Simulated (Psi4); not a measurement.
Psi4 input (wB97X-D/6-311+G**):

```
memory 1500 MB

molecule {
0 2
C     2.25953500    0.30906900   -0.14720500
C     0.92849200   -0.14888900    0.15010900
O     0.67329800   -1.10123800    0.86705100
O    -0.04943000    0.57841100   -0.44346300
Si   -1.66396100    0.14862100   -0.17878200
H     3.09227500   -0.22001700    0.28936300
H     2.42243700    1.16023600   -0.79053400
H    -1.92809900   -1.21217900   -0.68302100
H    -2.00406900    0.26476000    1.25182600
H    -2.40619500    1.14803800   -0.97081700
symmetry c1
no_reorient
no_com
}

set {
  basis 6-311+G**
  reference uks
  scf_type df
  df_basis_scf def2-universal-jkfit
  dft_radial_points 99
  dft_spherical_points 590
  e_convergence 1e-8
  d_convergence 1e-7
  maxiter 150
}

e = energy('wb97x-d')
print_out(f'\nFINAL {e:.10f} DIPOLE {variable("CURRENT DIPOLE")[0]:.6f} {variable("CURRENT DIPOLE")[1]:.6f} {variable("CURRENT DIPOLE")[2]:.6f}\n')
```

From the output:

```
  HONO-1 :   23  A 1.9968290
  HONO-0 :   24  A 1.0000000
  LUNO+0 :   25  A 0.0031710
  LUNO+1 :   26  A 0.0009721
  LUNO+2 :   27  A 0.0002588
  LUNO+3 :   28  A 0.0001935

Computation Completed

Properties will be evaluated at   0.000000,   0.000000,   0.000000 [a0]

Properties computed using the SCF density matrix

 Multipole Moments:

 ------------------------------------------------------------------------------------
     Multipole            Electronic (a.u.)      Nuclear  (a.u.)        Total (a.u.)
 ------------------------------------------------------------------------------------

 L = 1.  Multiply by 2.5417464519 to convert [e a0] to [Debye]
 Dipole X            :          0.2464978            0.0000019            0.2464997
 Dipole Y            :          0.5554061           -0.0000076            0.5553985
 Dipole Z            :         -0.4142702           -0.0000057           -0.4142758
 Magnitude           :                                                    0.7354278

 ------------------------------------------------------------------------------------

FINAL -519.1391612482 DIPOLE 0.246500 0.555399 -0.414276

*** Psi4 exiting successfully. Buy a developer a beer!
```

The geometry given is a B3LYP-D3(BJ)/def2-TZVP minimum.
